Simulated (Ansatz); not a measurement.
The cluster Ru3H3⁺, relaxed as a triplet with UKS PBE0-D4/def2-TZVP in Ansatz, starting from the PBE0-D4/def2-TZVP geometry of the charge +1 singlet. Force threshold 0.02 eV/Å.

In the def2 sets Ru takes a core potential; there is no spin–orbit coupling. The charge 1 triplet is spin-contaminated (final ⟨S²⟩ up to 3.21, 2.00 for a pure state). The relaxation made no stability test and no search for a lower SCF solution. At PBE0-D4/def2-TZVP a quintet of charge 1 lies 0.56 eV below the triplet, each at its own geometry. The structure comes from a short search, and lower isomers may exist.

Start:

```
atom    x (Å)    y (Å)    z (Å)
 Ru1  -0.7075  -1.5073  -0.0112
 Ru2   1.1306  -0.3424  -0.4782
 Ru3  -0.9894   0.6447   0.4806
  H4  -0.4951   0.2219   1.8888
  H5   0.4954  -0.2189  -1.8881
  H6   0.5661   1.2021   0.0079
```

| step | energy (eV) | largest force component (eV/Å) | SCF passes |
| --- | --- | --- | --- |
| 1 | -7785.2221 | 1.941 | 123 |
| 2 | -7785.4140 | 0.515 | 60 |
| 3 | -7785.4462 | 0.064 | 47 |
| 4 | -7785.4467 | 0.017 | 52 |

Force components are those of the run's own axes.

End:

```xyz
6

Ru   -0.7063   -1.5034   -0.0104
Ru    1.2005   -0.3639   -0.5405
Ru   -1.0499    0.6842    0.5430
H    -0.5072    0.2772    1.9354
H     0.5472   -0.1916   -1.9343
H     0.5157    1.0975    0.0067
```

By distances, no bond broke or formed. The bond that changes most is Ru1–Ru2, from 2.23 to 2.28 Å (atoms count from 1).

No frequencies were taken in this run, so the end may be a saddle point.

Run time 26 s (4 threads of Arm Neoverse V1 on a shared host).
